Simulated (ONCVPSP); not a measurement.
**Plane-wave convergence, ONCV potential for scandium (Sc)**

- Element: scandium (Sc)
- Generator: ONCVPSP 4.0.1
- Type: optimised norm-conserving Vanderbilt (ONCV)
- Functional: LDA (Perdew-Zunger)
- Relativity: fully relativistic
- Frozen core: [Ne] 3s2
- Valence charge: 9
- Reference configuration: 3p6 3d1 4s1 (charge +1)
- Partial waves: 4s: rc 2.90 bohr, ncon 4, nbas 9, qcut 1.8 1/bohr, 2 projectors, debl 3.2 Ha; 3p: rc 1.15 bohr, ncon 4, nbas 7, qcut 8.6 1/bohr, 2 projectors, debl 2.5 Ha; 3d: rc 1.90 bohr, ncon 3, nbas 7, qcut 9.7 1/bohr, 3 projectors, debl 3.2 Ha; f scattering state at 0.07 Ha: rc 2.60 bohr, ncon 3, nbas 6, qcut 3.7 1/bohr, 2 projectors, debl 2.5 Ha
- Local potential: polynomial inside 0.85 bohr (lpopt 5, dvloc0 3 Ha)
- Core correction: Teter function, fcfact 4.75, rcfact 1.25

Open shells are filled in proportion to 2j + 1.

**Question.** For each optimised wave give the share of its norm inside rc, the residual kinetic energy above qcut (Ha) and the cutoffs (Ha) for errors of 10, 1, 0.1 and 0.01 mHa per electron.

**Answer.**

```json
{"wave": "4s", "norm inside rc": "0.387", "residual KE": "5.3e-03", "10 mHa": "1.3", "1 mHa": "5.5", "0.1 mHa": "25.1", "0.01 mHa": "29.8"}
{"wave": "s projector 2", "norm inside rc": "0.177", "residual KE": "6.6e-01", "10 mHa": "11.6", "1 mHa": "33.3", "0.1 mHa": "38.4", "0.01 mHa": "48.4"}
{"wave": "3p j=3/2", "norm inside rc": "0.537", "residual KE": "1.3e-04", "10 mHa": "12.4", "1 mHa": "26.2", "0.1 mHa": "39.0", "0.01 mHa": "102.4"}
{"wave": "p projector 2 j=3/2", "norm inside rc": "0.051", "residual KE": "3.6e-05", "10 mHa": "10.9", "1 mHa": "15.3", "0.1 mHa": "32.2", "0.01 mHa": "56.0"}
{"wave": "3p j=1/2", "norm inside rc": "0.544", "residual KE": "1.3e-04", "10 mHa": "12.6", "1 mHa": "25.8", "0.1 mHa": "39.0", "0.01 mHa": "102.7"}
{"wave": "p projector 2 j=1/2", "norm inside rc": "0.051", "residual KE": "3.6e-05", "10 mHa": "11.0", "1 mHa": "15.6", "0.1 mHa": "32.1", "0.01 mHa": "55.8"}
{"wave": "3d j=5/2", "norm inside rc": "0.667", "residual KE": "4.9e-09", "10 mHa": "22.9", "1 mHa": "28.9", "0.1 mHa": "33.7", "0.01 mHa": "37.8"}
{"wave": "d projector 2 j=5/2", "norm inside rc": "0.136", "residual KE": "1.6e-07", "10 mHa": "26.2", "1 mHa": "32.7", "0.1 mHa": "37.5", "0.01 mHa": "41.2"}
{"wave": "d projector 3 j=5/2", "norm inside rc": "0.098", "residual KE": "4.7e-06", "10 mHa": "31.4", "1 mHa": "37.4", "0.1 mHa": "41.9", "0.01 mHa": "46.3"}
{"wave": "3d j=3/2", "norm inside rc": "0.669", "residual KE": "4.9e-09", "10 mHa": "22.9", "1 mHa": "28.9", "0.1 mHa": "33.8", "0.01 mHa": "37.8"}
{"wave": "d projector 2 j=3/2", "norm inside rc": "0.136", "residual KE": "1.7e-07", "10 mHa": "26.2", "1 mHa": "32.7", "0.1 mHa": "37.5", "0.01 mHa": "41.2"}
{"wave": "d projector 3 j=3/2", "norm inside rc": "0.098", "residual KE": "4.8e-06", "10 mHa": "31.4", "1 mHa": "37.5", "0.1 mHa": "41.9", "0.01 mHa": "46.4"}
{"wave": "f projector 1 j=7/2", "norm inside rc": "0.019", "residual KE": "1.7e-05", "10 mHa": "1.1", "1 mHa": "2.8", "0.1 mHa": "5.1", "0.01 mHa": "7.7"}
{"wave": "f projector 2 j=7/2", "norm inside rc": "0.223", "residual KE": "5.7e-02", "10 mHa": "9.9", "1 mHa": "27.7", "0.1 mHa": "38.6", "0.01 mHa": "68.4"}
{"wave": "f projector 1 j=5/2", "norm inside rc": "0.019", "residual KE": "1.7e-05", "10 mHa": "1.1", "1 mHa": "2.8", "0.1 mHa": "5.1", "0.01 mHa": "7.7"}
{"wave": "f projector 2 j=5/2", "norm inside rc": "0.223", "residual KE": "5.7e-02", "10 mHa": "9.9", "1 mHa": "27.7", "0.1 mHa": "38.6", "0.01 mHa": "68.4"}
```

The occupied waves need 29 Ha and 39 Ha for 1 and 0.1 mHa. Note: ghosts flagged at negative energy: s at -53.7 eV, f7/2 at -1294.7 eV, f5/2 at -1231.5 eV; GHOST(+) flagged for s at 110.3 eV. A true bound ghost makes a file unfit for plane-wave use.
